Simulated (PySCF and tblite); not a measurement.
The numbers below are computed, except where a source is named.
²⁹Si shifts (ppm against TMS, high frequency positive) of molecules with one Si atom, averaged over conformers at 298.15 K: GIAO PBE0/pcSseg-1 on GFN2-xTB geometries, unscaled (PySCF, tblite).

Problem. Order them from the most to the least shielded.
A. CB1CN[SiH2]N1 (Si bonded to N, N, H, H)
B. N#Cc1nccc([SiH3])n1 (Si bonded to C, H, H, H)
C. N#C/C=C\C=C/[SiH3] (Si bonded to C, H, H, H)
D. F[Si](F)(F)[SeH] (Si bonded to F, F, F, Se)
E. C[Si](C)(C)C(F)(F)Br (Si bonded to C, C, C, C)

Solution. C (-89 ppm), B (-68 ppm), D (-42 ppm), A (-22 ppm), E (12 ppm).

Absolute values at such a level can be off by tens of ppm, and so can differences between unlike surroundings.

For scale, the study of N#C/C=C\C=C/[SiH3] took 21 s on 1 thread of Arm Neoverse V2, shared host (rough), launched as `OMP_NUM_THREADS=1 python ens_run.py task.json out`.
